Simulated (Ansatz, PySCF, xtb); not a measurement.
Process, species as SMILES: CCCCCO + 4 C (CH4) → 4 CC (C2H6) [ethane] + CO (CH4O) [methanol]
Geometries: B3LYP-D3(BJ)/def2-TZVP minima from Ansatz (a quantum-chemistry and plane-wave program), one conformer each, not searched for the lowest. Frequencies are from Ansatz or PySCF.

Property: bond separation energy (enthalpy at 298 K, with B3LYP-D3(BJ) rigid-rotor harmonic-oscillator terms), in kcal/mol. Cores are frozen in the correlated levels unless marked. No spin-orbit coupling. No relativistic terms. Basis-set limits of correlation are two-point, X^-3; Hartree-Fock from the larger set. The bracket is a focal-point correction in the basis named.

From measured enthalpies of formation at 298 K: 13.6 kcal/mol (CCCCCO -70.4, CRC Handbook; C (CH4) -17.8, ATcT 1.112; CC (C2H6) -20.0, ATcT 1.112; CO (CH4O) -48.0, ATcT 1.112). It holds spin-orbit effects, and any other conformers, which the calculations lack, and core correlation, which the frozen-core levels lack. This is an older compilation, not checked against later work.

```
level                                                     program  bond separation energy (kcal/mol)  error against measurement
-------------------------------------------------  --------------  ---------------------------------  -------------------------
GFN1-xTB                                                      xtb                                9.8                       -3.8
HF/STO-3G                                                  Ansatz                                6.0                       -7.6
PBE-D3(BJ)/def2-TZVPD                              Ansatz + dftd3                               11.9                       -1.7
PBE-D4/def2-TZVPD                                  Ansatz + dftd4                               12.0                       -1.6
revPBE/def2-TZVPD                                          Ansatz                                8.5                       -5.1
wB97X-V/def2-TZVPD                                         Ansatz                               12.1                       -1.5
wB97X/def2-TZVPD                                           Ansatz                               11.2                       -2.4
RPA@PBE/cc-pVQZ                                            Ansatz                               12.2                       -1.4
MP2/cc-pVTZ                                                Ansatz                               14.2                        0.6
RI-MP2/cc-pVTZ                                             Ansatz                               14.2                        0.6
RI-MP2/CBS(cc-pVTZ,cc-pVQZ)                                Ansatz                               14.3                        0.7
SCS-MP2/cc-pVDZ                                            Ansatz                               12.1                       -1.5
CCSD(T)/cc-pVTZ                                            Ansatz                               13.3                       -0.3
CCSD(T)/cc-pwCVTZ                                          Ansatz                               13.4                       -0.2
RI-MP2/CBS(cc-pVTZ,cc-pVQZ)+[CCSD(T)-MP2]/cc-pVTZ          Ansatz                               13.4                       -0.2
```
